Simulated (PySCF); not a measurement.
Tungsten: a sound run and one with changed settings

Sound run: W [Xe] 4f14 5d4 6s2, W⁺ [Xe] 4f14 5d4 6s1. Calculation: PySCF 2.14, in aug-cc-pVDZ-PP with ECP60MDF; a scalar-relativistic core potential. The sound run starts from symmetry-adapted Hartree-Fock orbitals and uses a fine grid where one is needed.

Changed run: radial step 0.8 in ln r (0.13 in the sound run). This setting is unsound on purpose.

| species | method | sound run (hartree) | changed run (hartree) | converged |
| --- | --- | --- | --- | --- |
| W | UHF | -66.67586 | -66.67586 | yes |
| W | PBE | -67.30375 | -68.08287 | yes |
| W | PBE0 | -67.26443 | -67.85240 | yes |
| W⁺ | UHF | -66.45871 | -66.45871 | yes |
| W⁺ | PBE | -67.02722 | -67.78759 | yes |
| W⁺ | PBE0 | -66.99541 | -67.56891 | yes |

Ionisation energy of W:

```csv
method,sound run (eV),changed run (eV)
UHF,5.909,5.909
PBE,7.525,8.035
PBE0,7.320,7.714
```

A coarse radial grid mis-integrates the density and the exchange-correlation energy, with errors of either sign; Hartree-Fock needs no grid.

For comparison, NIST gives 7.864 eV between the lowest levels.
